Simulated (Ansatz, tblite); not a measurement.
Forces on the cluster Cr₅O₁₅ at its r2SCAN-D4/def2-SVP geometry. Charge 0, multiplicity 1.

The xTB rows come from tblite. Single mean-field runs in def2-TZVP are fitted with def2-universal-jkfit. The structure holds 4 bonds between oxygen atoms, so isomers without such links may lie far lower. The restricted singlet is unstable towards broken spin symmetry at other levels; at PBE-D4/def2-TZVP this wasn't settled. Another isomer (singlet) lies 0.30 eV lower at PBE0-D4/def2-TZVP; other spin states weren't run for this one.

GFN1-xTB (tblite), largest force 5.81 eV/Å:

```xyz
20
positions Å, forces eV/Å
Cr   -0.587    0.806   -1.583    1.531    0.281   -0.023
Cr   -1.766   -2.453   -0.573   -0.112   -0.344   -0.084
Cr    1.829    0.622   -0.198   -0.987    0.143    0.288
Cr   -0.051   -1.283    0.656   -0.154    0.481    0.287
Cr    0.334    1.443    1.886    0.940   -0.015   -0.024
O     0.123    2.077    3.271    0.015   -0.185   -0.540
O    -0.857    2.289    0.774   -0.673   -1.555   -1.372
O     1.692   -1.349    0.361    2.126    2.097   -3.207
O    -1.437    1.694   -0.269    1.469    0.606    1.191
O     1.268    0.721   -2.113   -2.074    3.904    3.769
O    -1.412    0.972   -2.867    0.161    0.005    0.399
O     2.693   -0.907   -0.531   -3.484   -0.868    3.164
O    -0.535   -0.111    1.757    1.359   -0.097   -1.307
O     1.909    2.100    1.017    0.225   -5.040    2.230
O    -1.519   -3.492   -1.707   -0.251    1.102    1.283
O    -0.832   -0.870   -0.931   -0.022   -0.053    0.681
O    -3.266   -2.235   -0.223    1.618   -0.249   -0.341
O     0.952    1.892   -1.361    0.765   -5.248   -2.212
O     2.244    0.915    1.733   -2.270    3.939   -3.086
O    -0.781   -2.830    0.901   -0.182    1.097   -1.094
```

GFN2-xTB (tblite), largest force 2.97 eV/Å:

```
Cr 0.579 0.446 0.320
Cr -0.480 -0.148 -0.461
Cr 0.344 -0.279 0.029
Cr 0.224 1.335 0.214
Cr 0.230 -0.134 -0.360
O -0.221 0.241 0.456
O -0.448 -0.567 -0.609
O 1.684 0.326 -1.749
O 0.361 -0.011 0.606
O -0.912 2.377 1.534
O -0.476 0.065 -0.491
O -1.925 -0.868 1.743
O 0.621 0.041 -0.566
O 0.397 -2.239 1.700
O -0.272 0.299 0.494
O -0.241 0.061 -0.047
O 0.590 -0.334 -0.223
O 0.731 -2.318 -1.624
O -0.768 2.290 -1.342
O -0.018 -0.585 0.375
```

PBE-D4/def2-TZVP (Ansatz), largest force 1.68 eV/Å:

```
Cr 0.876 -0.105 0.996
Cr 0.692 0.585 0.391
Cr -0.514 0.116 0.161
Cr 0.189 0.043 -0.405
Cr 0.269 -0.676 -1.229
O -0.159 0.682 1.528
O 0.140 0.670 0.500
O 0.103 -0.409 0.397
O -0.699 -0.174 -0.380
O 0.170 -0.129 -0.196
O -0.874 0.121 -1.414
O 0.723 -0.063 -0.563
O -0.508 0.223 0.670
O 0.259 0.326 -0.190
O 0.301 -1.005 -1.116
O -0.085 -0.059 -0.271
O -1.440 0.268 0.369
O 0.263 0.376 -0.003
O 0.196 -0.132 0.203
O 0.097 -0.656 0.553
```
